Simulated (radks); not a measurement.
Task: The bromine ion Br2+, configuration [Ar] 3d10 4s2 4p2 5p1 (not the ground configuration). All-electron calculation, Dirac Kohn-Sham, PW91, spin-unpolarised, spherical densities, point nucleus; open shells are shared between the two j in proportion to 2j + 1. Program: a radial shooting solver on a logarithmic mesh with Libxc functionals. Some entries of the table are withheld. Estimate them.

| orbital | occ. | eigenvalue (eV) | <r> (bohr) | r(max) (bohr) |
|---|---|---|---|---|
| 1s1/2 | 2 | -13348.02 | 0.04274 | 0.02791 |
| 2s1/2 | 2 | -1764.367 | (1) | 0.1593 |
| 2p1/2 | 2 | -1592.298 | (2) | 0.1252 |
| 2p3/2 | 4 | -1544.756 | (3) | 0.1284 |
| 3s1/2 | 2 | -269.3865 | (4) | 0.4840 |
| 3p1/2 | 2 | -209.5249 | 0.5565 | 0.4752 |
| 3p3/2 | 4 | -202.6727 | 0.5669 | 0.4839 |
| 3d3/2 | 4 | -98.7613 | 0.5853 | 0.4289 |
| 3d5/2 | 6 | -97.6695 | 0.5893 | 0.4316 |
| 4s1/2 | 2 | -47.5677 | 1.552 | 1.371 |
| 4p1/2 | 0.666667 | -33.8318 | 1.762 | 1.526 |
| 4p3/2 | 1.33333 | -33.1092 | 1.789 | 1.551 |
| 5p1/2 | 0.333333 | -11.3590 | (5) | 4.132 |
| 5p3/2 | 0.666667 | -11.2275 | (6) | 4.177 |

Result: 
(1) 2s1/2 <r> (bohr): 0.1893
(2) 2p1/2 <r> (bohr): 0.1627
(3) 2p3/2 <r> (bohr): 0.1666
(4) 3s1/2 <r> (bohr): 0.5510
(5) 5p1/2 <r> (bohr): 4.401
(6) 5p3/2 <r> (bohr): 4.446
